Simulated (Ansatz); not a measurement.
Ansatz (a program for electronic structure) input (B3LYP-D3(BJ)/def2-TZVP):

Ansatz 0.2 input:
```yaml
crystal:
  periodic: [false, false, false]
  atoms:
    - {symbol: C, position_ang: [-1.66879029, 0.57160468, -0.37054069]}
    - {symbol: C, position_ang: [-0.80571582, -0.54577255, 0.07362533]}
    - {symbol: C, position_ang: [0.45238363, -0.33528382, 0.83268186]}
    - {symbol: C, position_ang: [1.68632187, -0.13204144, -0.06287467]}
    - {symbol: Cl, position_ang: [1.59467155, 1.40913714, -0.94959948]}
    - {symbol: Cl, position_ang: [-0.94296177, -2.03325017, -0.76931122]}
    - {symbol: H, position_ang: [-1.21858218, 1.12242650, -1.20541767]}
    - {symbol: H, position_ang: [-2.63941006, 0.20534943, -0.69818757]}
    - {symbol: H, position_ang: [-1.80891737, 1.27811285, 0.44628503]}
    - {symbol: H, position_ang: [0.66439989, -1.21085564, 1.45440673]}
    - {symbol: H, position_ang: [0.33668470, 0.53503535, 1.48080403]}
    - {symbol: H, position_ang: [1.75755339, -0.92522676, -0.80670168]}
    - {symbol: H, position_ang: [2.59605838, -0.09595312, 0.53620114]}
basis:
  gaussian:
    orbitals: def2-TZVP
hamiltonian:
  xc: b3lyp
  dispersion: d3bj
magnetization: {spin_polarized: true, initial_magnetization: 1}
relax: {f_tol: 0.002, max_steps: 150}
```

Output:

```
Functional definition: B3LYP
integrals: 0.21 GiB planned
1554 factors; their error is unknown
0.32 GiB of the device are held for the grids
1.58 GiB of device memory are held for the factors and their scratch space
mean field: 1.67 GiB planned
mean field evaluation 1: about -29296.5120 eV, gradient 5.3e1 eV
mean field evaluation 2: about -29279.9981 eV, gradient 7.6e1 eV
mean field evaluation 4: about -29309.5546 eV, gradient 5.1e0 eV
mean field evaluation 8: about -29309.6655 eV, gradient 1.9e-1 eV
mean field evaluation 16: about -29309.6990 eV, gradient 6.8e-4 eV
mean field -29309.69899041 eV, -1077.1115710699 hartree, gradient 1.8e-5 eV, S^2 0.754518; 0 other end points of the search recorded, 0 dependent functions left out
the calculation of the forces begins
reference -29309.69928936 eV, -1077.1115820564 hartree; 33, 32 occupied and 207, 208 virtual orbitals, 1554 factors
relax step   1: F+E_penalty+E_count = -29310.31568025 eV  Δ(F+E_penalty+E_count) = +0.000e0 eV  max|allowed force component| = 4.270e-1 eV/Å  Δτ_max = 0.0000 Å  (34 SCF iters, accepted)
these checks for a lower state are left out or cut short: starts, cluster_reference, orbital_swaps, neighbouring_geometries, increment
integrals: 0.21 GiB planned
1554 factors; their error is unknown
0.32 GiB of the device are held for the grids
1.57 GiB of device memory are held for the factors and their scratch space
mean field: 1.66 GiB planned
mean field -29309.73377664 eV, -1077.1128494403 hartree, gradient 2.7e-5 eV, S^2 0.754612; 0 other end points of the search recorded, 0 dependent functions left out
the calculation of the forces begins
reference -29309.73407848 eV, -1077.1128605328 hartree; 33, 32 occupied and 207, 208 virtual orbitals, 1554 factors
relax step   2: F+E_penalty+E_count = -29310.33686416 eV  Δ(F+E_penalty+E_count) = -2.118e-2 eV  max|allowed force component| = 3.222e-1 eV/Å  Δτ_max = 0.1344 Å  (33 SCF iters, accepted)
these checks for a lower state are left out or cut short: starts, cluster_reference, orbital_swaps, neighbouring_geometries, increment
integrals: 0.21 GiB planned
1554 factors; their error is unknown
0.32 GiB of the device are held for the grids
1.57 GiB of device memory are held for the factors and their scratch space
mean field: 1.66 GiB planned
mean field evaluation 32: about -29309.7395 eV, gradient 3.3e-4 eV
mean field -29309.73949247 eV, -1077.1130594933 hartree, gradient 1.5e-5 eV, S^2 0.754624; 0 other end points of the search recorded, 0 dependent functions left out
the calculation of the forces begins
reference -29309.73979411 eV, -1077.1130705784 hartree; 33, 32 occupied and 207, 208 virtual orbitals, 1554 factors
relax step   3: F+E_penalty+E_count = -29310.34411138 eV  Δ(F+E_penalty+E_count) = -7.247e-3 eV  max|allowed force component| = 1.554e-1 eV/Å  Δτ_max = 0.0352 Å  (35 SCF iters, accepted)
these checks for a lower state are left out or cut short: starts, cluster_reference, orbital_swaps, neighbouring_geometries, increment
integrals: 0.21 GiB planned
1554 factors; their error is unknown
0.32 GiB of the device are held for the grids
1.57 GiB of device memory are held for the factors and their scratch space
mean field: 1.66 GiB planned
mean field -29309.74272090 eV, -1077.1131781361 hartree, gradient 1.1e-5 eV, S^2 0.754615; 0 other end points of the search recorded, 0 dependent functions left out
the calculation of the forces begins
reference -29309.74302355 eV, -1077.1131892582 hartree; 33, 32 occupied and 207, 208 virtual orbitals, 1554 factors
relax step   4: F+E_penalty+E_count = -29310.34749903 eV  Δ(F+E_penalty+E_count) = -3.388e-3 eV  max|allowed force component| = 7.845e-2 eV/Å  Δτ_max = 0.0860 Å  (34 SCF iters, accepted)
these checks for a lower state are left out or cut short: starts, cluster_reference, orbital_swaps, neighbouring_geometries, increment
integrals: 0.21 GiB planned
1554 factors; their error is unknown
0.32 GiB of the device are held for the grids
1.58 GiB of device memory are held for the factors and their scratch space
mean field: 1.66 GiB planned
mean field -29309.74301681 eV, -1077.1131890104 hartree, gradient 1.6e-5 eV, S^2 0.754619; 0 other end points of the search recorded, 0 dependent functions left out
the calculation of the forces begins
reference -29309.74331932 eV, -1077.1132001275 hartree; 33, 32 occupied and 207, 208 virtual orbitals, 1554 factors
relax step   5: F+E_penalty+E_count = -29310.35056824 eV  Δ(F+E_penalty+E_count) = -3.069e-3 eV  max|allowed force component| = 7.129e-2 eV/Å  Δτ_max = 0.0481 Å  (34 SCF iters, accepted)
these checks for a lower state are left out or cut short: starts, cluster_reference, orbital_swaps, neighbouring_geometries, increment
integrals: 0.21 GiB planned
1554 factors; their error is unknown
0.32 GiB of the device are held for the grids
1.58 GiB of device memory are held for the factors and their scratch space
mean field: 1.66 GiB planned
mean field -29309.74367960 eV, -1077.1132133674 hartree, gradient 1.3e-5 eV, S^2 0.754634; 0 other end points of the search recorded, 0 dependent functions left out
the calculation of the forces begins
reference -29309.74398265 eV, -1077.1132245044 hartree; 33, 32 occupied and 207, 208 virtual orbitals, 1554 factors
relax step   6: F+E_penalty+E_count = -29310.35123600 eV  Δ(F+E_penalty+E_count) = -6.678e-4 eV  max|allowed force component| = 7.271e-3 eV/Å  Δτ_max = 0.0269 Å  (36 SCF iters, accepted)
these checks for a lower state are left out or cut short: starts, cluster_reference, orbital_swaps, neighbouring_geometries, increment
integrals: 0.21 GiB planned
1554 factors; their error is unknown
0.32 GiB of the device are held for the grids
1.58 GiB of device memory are held for the factors and their scratch space
mean field: 1.66 GiB planned
mean field -29309.74368673 eV, -1077.1132136294 hartree, gradient 1.3e-5 eV, S^2 0.754627; 0 other end points of the search recorded, 0 dependent functions left out
the calculation of the forces begins
reference -29309.74398999 eV, -1077.1132247740 hartree; 33, 32 occupied and 207, 208 virtual orbitals, 1554 factors
relax step   7: F+E_penalty+E_count = -29310.35130081 eV  Δ(F+E_penalty+E_count) = -6.481e-5 eV  max|allowed force component| = 1.368e-2 eV/Å  Δτ_max = 0.0179 Å  (34 SCF iters, accepted)
these checks for a lower state are left out or cut short: starts, cluster_reference, orbital_swaps, neighbouring_geometries, increment
integrals: 0.21 GiB planned
1554 factors; their error is unknown
0.32 GiB of the device are held for the grids
1.58 GiB of device memory are held for the factors and their scratch space
mean field: 1.66 GiB planned
mean field evaluation 64: about -29309.7116 eV, gradient 4.6e-1 eV
mean field -29309.74369850 eV, -1077.1132140621 hartree, gradient 1.3e-5 eV, S^2 0.754636; 0 other end points of the search recorded, 0 dependent functions left out
the calculation of the forces begins
reference -29309.74400194 eV, -1077.1132252133 hartree; 33, 32 occupied and 207, 208 virtual orbitals, 1554 factors
relax step   8: F+E_penalty+E_count = -29310.35136034 eV  Δ(F+E_penalty+E_count) = -5.952e-5 eV  max|allowed force component| = 2.893e-3 eV/Å  Δτ_max = 0.0088 Å  (35 SCF iters, accepted)
these checks for a lower state are left out or cut short: starts, cluster_reference, orbital_swaps, neighbouring_geometries, increment
integrals: 0.21 GiB planned
1554 factors; their error is unknown
0.32 GiB of the device are held for the grids
1.58 GiB of device memory are held for the factors and their scratch space
mean field: 1.66 GiB planned
mean field -29309.74369949 eV, -1077.1132140983 hartree, gradient 1.3e-5 eV, S^2 0.754634; 0 other end points of the search recorded, 0 dependent functions left out
the calculation of the forces begins
reference -29309.74400296 eV, -1077.1132252506 hartree; 33, 32 occupied and 207, 208 virtual orbitals, 1554 factors
relax step   9: F+E_penalty+E_count = -29310.35137120 eV  Δ(F+E_penalty+E_count) = -1.086e-5 eV  max|allowed force component| = 1.797e-3 eV/Å  Δτ_max = 0.0051 Å  (35 SCF iters, accepted)
these checks for a lower state are left out or cut short: starts, cluster_reference, orbital_swaps, neighbouring_geometries, increment
integrals: 0.21 GiB planned
1554 factors; their error is unknown
0.32 GiB of the device are held for the grids
1.57 GiB of device memory are held for the factors and their scratch space
mean field: 1.66 GiB planned
mean field -29309.74381504 eV, -1077.1132183449 hartree, gradient 1.3e-5 eV, S^2 0.754636; 0 other end points of the search recorded, 0 dependent functions left out
the calculation of the forces begins
reference -29309.74411861 eV, -1077.1132295006 hartree; 33, 32 occupied and 207, 208 virtual orbitals, 1554 factors
relax step  10: F+E_penalty+E_count = -29310.35137550 eV  Δ(F+E_penalty+E_count) = -4.297e-6 eV  max|allowed force component| = 1.318e-3 eV/Å  Δτ_max = 0.0053 Å  (35 SCF iters, accepted)
integrals: 0.21 GiB planned
1554 factors; their error is unknown
0.32 GiB of the device are held for the grids
1.57 GiB of device memory are held for the factors and their scratch space
mean field: 1.66 GiB planned
mean field evaluation 96: about -29309.7067 eV, gradient 1.1e0 eV
mean field -29309.74381504 eV, -1077.1132183449 hartree, gradient 1.3e-5 eV, S^2 0.754636; 1 other end points of the search recorded, 0 dependent functions left out
the calculation of the forces begins
reference -29309.74411861 eV, -1077.1132295006 hartree; 33, 32 occupied and 207, 208 virtual orbitals, 1554 factors
Total energy: -29310.35167906 eV, -1077.1355569354 hartree
Atom 0 at    -1.720671     0.575556    -0.359592 Å, force    -0.000094    -0.000409    -0.000398 eV/Å
Atom 1 at    -0.789299    -0.517253     0.009393 Å, force     0.000315    -0.000533     0.001318 eV/Å
Atom 2 at     0.455075    -0.340030     0.805162 Å, force    -0.000664     0.000740    -0.001007 eV/Å
Atom 3 at     1.729372    -0.145869    -0.014417 Å, force    -0.001000     0.000011    -0.000872 eV/Å
Atom 4 at     1.681496     1.378234    -0.983974 Å, force    -0.000057    -0.001159     0.000825 eV/Å
Atom 5 at    -0.884562    -1.971263    -0.933991 Å, force     0.000380     0.000723     0.000301 eV/Å
Atom 6 at    -1.451110     1.030657    -1.321261 Å, force     0.000045     0.000159    -0.000165 eV/Å
Atom 7 at    -2.746606     0.211011    -0.445644 Å, force     0.000532    -0.000128     0.000059 eV/Å
Atom 8 at    -1.689140     1.363248     0.394567 Å, force     0.000151     0.000289     0.000216 eV/Å
Atom 9 at     0.623463    -1.225248     1.430340 Å, force    -0.000081     0.000044    -0.000440 eV/Å
Atom 10 at     0.327226     0.513585     1.474052 Å, force    -0.000245     0.000056     0.000376 eV/Å
Atom 11 at     1.867158    -0.956865    -0.724500 Å, force     0.000568    -0.000008    -0.000523 eV/Å
Atom 12 at     2.601295    -0.072481     0.631237 Å, force     0.000151     0.000214     0.000309 eV/Å
Dipole moment:     0.014410    -0.029818     0.345441 e Å
```

It need not be the lowest isomer of its formula.
